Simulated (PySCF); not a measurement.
Below is a simulated gas-phase Cl 2p photoelectron spectrum of Cl3H3SSiTi ((Cl)3Ti-S-SiH3).

Every computed line was given a Gaussian of 0.5 eV full width at half maximum and an area set by the number of equivalent atoms (split 2:1 within a doublet); the highest printed point is 100. Computed, not measured: PySCF, delta-SCF UKS SCAN, pcX-2 on the ionised atom (unc-x2c-TZVPall on a metal), pcseg-1 elsewhere, spin-free X2C.

binding energy (eV), intensity and a bar:
```
    204.9          0 
    205.0          1 
    205.1          5 #
    205.2         14 ####
    205.3         32 ##########
    205.4         58 #################
    205.5         85 ##########################
    205.6        100 ##############################
    205.7         94 ############################
    205.8         71 #####################
    205.9         43 #############
    206.0         21 ######
    206.1          8 ##
    206.2          2 #
    206.3          1 
    206.4          0 
    206.5          0 
    206.6          0 
    206.7          1 
    206.8          4 #
    206.9         11 ###
    207.0         22 ######
    207.1         36 ###########
    207.2         47 ##############
    207.3         50 ###############
    207.4         42 #############
    207.5         29 #########
    207.6         16 #####
    207.7          7 ##
    207.8          2 #
    207.9          1 
    208.0          0
```

Problem. How many maxima does the curve show, and how many computed lines lie under it?

Solution. The curve has 2 maxima (at 205.6 and 207.3 eV). Under it lie 2 lines from 1 inequivalent chlorine site, drawn as a 2p3/2, 2p1/2 pair.

Problem. Decompose the envelope and assign each component. Bonds: Ti1–Cl2, Ti1–Cl3, Ti1–Cl4, Ti1–S5, S5–Si6. Hydrogens: H7, H8, H9 on Si6.

Solution. 
| position (eV) | relative area | line | atoms | environment |
| --- | --- | --- | --- | --- |
| 205.62 | 2.00 | Cl 2p3/2 | Cl2/Cl3/Cl4 | chlorine bonded to Ti |
| 207.28 | 1.00 | Cl 2p1/2 | Cl2/Cl3/Cl4 | chlorine bonded to Ti |

No satellites, vibrations or lifetime broadening are included. One atom of each set of topologically equivalent atoms was ionised and stands for the set; in this conformer not all members are related by symmetry, and their own values weren't computed. 2p3/2 and 2p1/2 are the ΔSCF energy of one spin-free 2p hole plus the eigenvalues of a spin–orbit and ligand-field matrix of the shell. 2p1/2 minus 2p3/2 (ligand field included): Cl 1.65 eV. Geometry: PBE0-D3(BJ)/def2-SVP; no solvent, vibrations or thermal averaging. Metal 2p energies of this one-determinant scheme are less reliable than its 1s energies.
